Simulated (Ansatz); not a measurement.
Cl4Ti, charge +1, doublet, geometry from GFN2-xTB (such geometries of metal compounds can be far from the true shape) (the multiplicity is a formal guess); HF/STO-3G in Ansatz (a program for electronic structure).

Input for Ansatz:
Ansatz 0.2 input:
```yaml
crystal:
  periodic: [false, false, false]
  atoms:
    - {symbol: Ti, position_ang: [0.00000000, -0.00000000, -0.00000000]}
    - {symbol: Cl, position_ang: [1.69747891, -0.53617898, -1.16148900]}
    - {symbol: Cl, position_ang: [0.61687574, 0.47973787, 1.97668792]}
    - {symbol: Cl, position_ang: [-0.95238075, 1.68724787, -0.87415377]}
    - {symbol: Cl, position_ang: [-1.36197391, -1.63080675, 0.05895485]}
basis:
  gaussian:
    orbitals: STO-3G
hamiltonian:
  xc: hf
total_charge: 1
magnetization: {spin_polarized: true, initial_magnetization: 1}
```

It wrote (shortened):

```
Functional definition: HF
635 factors; integrals over basis functions are off by at most 1.1e-4 eV
mean field evaluation 1: about -72324.8663 eV, gradient 2.8e1 eV
mean field evaluation 2: about -72324.8839 eV, gradient 2.8e1 eV
mean field evaluation 4: about -72331.6490 eV, gradient 1.5e0 eV
mean field evaluation 8: about -72331.7797 eV, gradient 2.2e-1 eV
mean field evaluation 16: about -72331.8425 eV, gradient 2.1e-4 eV
mean field evaluation 32: about -72331.8416 eV, gradient 3.9e-2 eV
mean field evaluation 64: about -72331.8239 eV, gradient 5.2e-1 eV
mean field evaluation 96: about -72331.8365 eV, gradient 2.1e-1 eV
mean field evaluation 128: about -72331.7129 eV, gradient 2.9e-1 eV
mean field evaluation 160: about -72331.8425 eV, gradient 1.1e-3 eV
mean field evaluation 192: about -72331.5167 eV, gradient 8.3e-4 eV
mean field -72331.84253684 eV, -2658.1461849451 hartree, gradient 4.4e-6 eV, S^2 0.765326; 7 other end points of the search recorded, 0 dependent functions left out
reference -72331.84253684 eV, -2658.1461849451 hartree; 45, 44 occupied and 9, 10 virtual orbitals, 635 factors
Total energy: -72331.84253684 eV, -2658.1461849451 hartree
```
